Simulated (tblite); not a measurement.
Torsional barriers computed with GFN2-xTB (tblite), climbing-image nudged elastic band, gas phase; electronic energies of the top image counted from the start geometry. The bands met a force threshold of 0.05 eV/Å; their tops weren't refined or checked by frequencies and can lie a kcal/mol or more above the method's true saddle points. Atom numbers follow the mapped SMILES.

Task: Rank the forward barriers of these bands, lowest first.
A. `[O:1]=[CH:2][NH:3][C:4]1=[CH:5][CH:6]=[CH:7][CH2:8]1`: C8–C4–N3–C2 from 0° to 180°
B. `[CH3:1][O:2][c:3]1[cH:4][cH:5][n:6][cH:7][cH:8]1`: C8–C3–O2–C1 from 0° to 180°
C. `[CH3:1][C:2]([CH3:3])([CH3:4])[CH2:5][Se-:6]` (charge -1): C3–C2–C5–Se6 from -61° to 60°
D. `[CH3:1][O:2][c:3]1[cH:4][cH:5][cH:6][n:7][cH:8]1`: C4–C3–O2–C1 from 180° to 0°

Result: C (4.8 kcal/mol), D (5.3 kcal/mol), B (6.0 kcal/mol), A (7.0 kcal/mol).

```
        SMILES                               ends of the turned bond  barrier (kcal/mol)  end above start (kcal/mol)  dihedral at top (°)  bond at start (Å)  bond at top (Å)  Eyring rate at 298 K (s⁻¹)
CC(C)(C)C[Se-]  quaternary sp3 carbon / sp3 carbon bound to selenium                 4.8                         0.0                    0              1.526            1.542                    2 × 10^9
    COc1cccnc1    aromatic carbon bearing oxygen / aryl ether oxygen                 5.3                         0.3                  -87              1.358            1.380                    8 × 10^8
    COc1ccncc1    aromatic carbon bearing oxygen / aryl ether oxygen                 6.0                         0.0                   95              1.353            1.378                    2 × 10^8
 O=CNC1=CC=CC1      vinylic carbon bearing nitrogen / amide nitrogen                 7.0                         1.8                   91              1.388            1.414                    5 × 10^7
```

Rates take the electronic barrier for the free energy of activation. GFN2-xTB barriers can miss by several kcal/mol, and conformer orders can be wrong, so the ranking may change at better levels.
